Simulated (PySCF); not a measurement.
3,3-difluoropent-1-en-4-yne (C5H4F2), SMILES C#CC(F)(F)C=C.

The structure is a stationary point at PBE0-D3(BJ)/def2-SVP. The values are those of a single conformer.

Calculation: r2SCAN/def2-TZVP run with PySCF.

Symmetry labels are those of the subgroup Cs that the program uses (full group Cs).

Computed valence orbital energies around the gap with their symmetry:
```
orbital  symmetry  energy (eV)
-------  --------  -----------
HOMO−7         A"       -10.73
HOMO−6         A'       -10.67
HOMO−5         A'       -10.15
HOMO−4         A"       -10.07
HOMO−3         A'        -8.83
HOMO−2         A"        -7.89
HOMO−1         A'        -7.75
HOMO           A"        -7.43
LUMO           A"        -1.64
LUMO+1         A'        -0.63
LUMO+2         A"        -0.42
LUMO+3         A'         2.02
```
